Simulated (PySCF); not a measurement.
Molecule: `CO[C@@]12C[C@@H]1C[C@@H]2Cl`, C$_{6}$H$_{9}$ClO.

Cartesian coordinates in Å; atom numbers follow the order of the lines, from 1:
```xyz
17

C     2.419   -0.271   -0.274
O     1.218   -1.018   -0.383
C     0.087   -0.273   -0.151
C    -0.480    0.718   -1.130
C    -1.312   -0.454   -0.697
C    -1.909   -0.149    0.672
C    -0.483   -0.011    1.239
Cl   -0.076    1.562    1.972
H     2.540    0.134    0.735
H     2.435    0.554   -0.993
H     3.227   -0.966   -0.490
H    -0.738    1.714   -0.800
H    -0.067    0.664   -2.126
H    -1.683   -1.198   -1.380
H    -2.509    0.759    0.716
H    -2.460   -0.975    1.115
H    -0.216   -0.777    1.965
```

Frames of a GFN2-xTB Langevin trajectory at 300 K; GIAO PBE0/pcSseg-1 shieldings in PySCF 2.14, gas phase, non-relativistic; equivalent atoms averaged within each frame.

References, each an isolated molecule treated in the same way: ¹³C (σref 186.93), ¹H (σref 31.72) against TMS; H2O for ¹⁷O (σref 336.08); HCl for ³⁵Cl (σref 949.78). The references are static minima.

Task: How do the shifts (ppm) fluctuate along the trajectory?

Result: 
```
         time (fs)    C3    C7    C1    C6    C5    C4    O2  Cl8   H17  H9/H10/H11
               250  73.0  72.2  63.4  41.6  22.0  18.7  45.0  197  4.63        3.71
               425  82.6  56.9  56.6  35.7  23.2  14.9  55.5  107  3.11        3.89
               625  72.2  62.8  64.2  38.2  31.9  29.4  41.4  164  5.36        3.73
               800  71.2  67.5  60.9  44.0  25.9  16.7  50.2  154  5.16        2.90
              1000  67.2  52.7  61.9  33.1  28.4  19.3  58.6  129  4.22        4.00
    mean of frames  73.2  62.4  61.4  38.5  26.3  19.8  50.1  150  4.50        3.64
standard deviation   5.7   7.9   3.0   4.4   4.0   5.6   7.1   34  0.90        0.43
```

5 frames give an uncertainty of the mean of about the standard deviation over 2.2 at best, since frames this close in time may not be independent; classical motion lacks zero-point vibration, and the reference would need the same averaging.
